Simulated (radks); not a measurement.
Q: Valence configurations of Zn II (all share [Ar]). All-electron calculation, scalar-relativistic Kohn-Sham, r2SCAN, spin-polarised, spherical densities, finite nucleus; open shells are filled with parallel spins first; meta-GGA in the generalised Kohn-Sham scheme; Fermi nuclear charge, rms radius 3.9283 fm. Program: a radial shooting solver on a logarithmic mesh with Libxc functionals. Order these by energy: 3d8 4s1 4p2; 3d9.5 4s0.5 4p1; 3d9 4s1 4p1; 3d10 4s1; 3d8 4s2 4p1; 3d10 4p1; 3d9.5 4s1 4p0.5; 3d9.5 4s1.5; 3d9 4s2; 3d7 4s2 4p2.

A: From the lowest, in eV above it: 3d10 4s1 0.000; 3d9.5 4s1.5 3.938; 3d9.5 4s1 4p0.5 6.455; 3d10 4p1 6.582; 3d9 4s2 8.524; 3d9.5 4s0.5 4p1 10.015; 3d9 4s1 4p1 14.077; 3d8 4s2 4p1 28.309; 3d8 4s1 4p2 33.288; 3d7 4s2 4p2 53.772. NIST lists [Ar] 3d10 4s1 as the ground configuration; this level of theory agrees among the configurations tried. The energies are those of spherical high-spin densities, not of single terms.
